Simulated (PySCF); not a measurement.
# Bond lengths and vibrations by method: BCClH3Si cation

All numbers below are calculated, not measured. The program is PySCF 2.14.0, an open-source quantum chemistry code, run on an isolated molecule that a program drew, which may never have been made. The molecule is BCClH3Si cation (charge +1, singlet), drawn as the SMILES string `[SiH2]=C[B+]Cl`.

The geometry was optimised and harmonic frequencies were computed with HF and MP2, all in the cc-pV(D+d)Z basis, for the commonest isotopes, with a restricted reference for singlets and an unrestricted one otherwise, and a frozen core in MP2. Each result is a local minimum of its method.

Geometry at the HF minimum:
```xyz
7
BCClH3Si cation, angstrom
Si   -0.5628    0.3321   -0.2185
C    -0.9794   -0.2610   -1.7962
B    -1.0581   -1.6445   -2.1285
Cl   -1.1452   -3.2453   -2.4980
H    -0.2647   -0.5933    0.8740
H    -0.4989    1.7640    0.0597
H    -1.1957    0.4549   -2.5881
```

Lengths of the bonds as drawn, in Å (atoms numbered as above):
| bond | HF | MP2 |
|---|---|---|
| Si1-C2 | 1.736 | 1.749 |
| C2-B3 | 1.425 | 1.438 |
| B3-Cl4 | 1.645 | 1.645 |
| Si1-H5 | 1.462 | 1.469 |
| Si1-H6 | 1.460 | 1.467 |
| C2-H7 | 1.089 | 1.100 |

Rotational constants, in GHz:
```
constant,HF,MP2
A,27.02,25.04
B,1.599,1.62
C,1.51,1.522
```

Harmonic frequencies in cm^-1, each column in rising order, so a row needn't be the same motion in every method:
```
rank,HF,MP2
1,110,96
2,227,220
3,431,408
4,446,414
5,581,564
6,689,655
7,744,683
8,783,747
9,959,911
10,1030,969
11,1171,1090
12,1613,1587
13,2421,2359
14,2457,?
15,3295,3201
```

**Estimate the missing MP2 frequency from the HF column.**

A single factor s that minimises the squared misfit of MP2 against s times HF over the other rows is sum(HF x MP2) / sum(HF^2) = 0.9665, with an rms misfit of 21 cm^-1. For rank 14 it gives 0.9665 x 2457 = 2375 cm^-1. The calculation gives 2402 cm^-1, 27 cm^-1 above the estimate. The drawn bonds are on average 0.6 % longer in MP2 than in HF.
